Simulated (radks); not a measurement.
The numbers below are computed, except where a source is named.
Kinetic energies: the exact non-interacting value of the Kohn-Sham orbitals and orbital-free approximations, as 100 (|E| - |E exact|)/|E exact|, negative where the magnitude is too small. Species: Pr23+ [Kr]; As [Ar] 3d10 4s2 4p3. Code: a radial shooting solver on a logarithmic mesh with Libxc functionals. Model: non-relativistic Kohn-Sham, exchange-only B88, spin-polarised, spherical densities, point nucleus. Every spin shell is full or empty, so the densities are truly spherical. Functionals are evaluated on that one density, not self-consistently.

\begin{tabular}{lrr}
functional & Pr23+ & As \\ \hline
exact (hartree) & 8690.28 & 2234.37 \\
Thomas-Fermi & -5.22 & -6.09 \\
von Weizsacker & -59.34 & -52.25 \\
TF + vW/9 & -0.70 & -0.78 \\
TF + vW/5 & +2.91 & +3.46 \\
LC94 & +0.04 & -0.02 \\
APBEK & +0.08 & +0.06 \\
Perdew 92 & -0.69 & -0.77 \\
Thakkar & -0.63 & -0.51 \\
Pearson & -0.94 & -1.16 \\
LKT & +18.70 & +22.51 \\
PG1 & +14.68 & +17.80 \\
DePristo-Kress & -0.13 & -0.12 \\
\end{tabular}
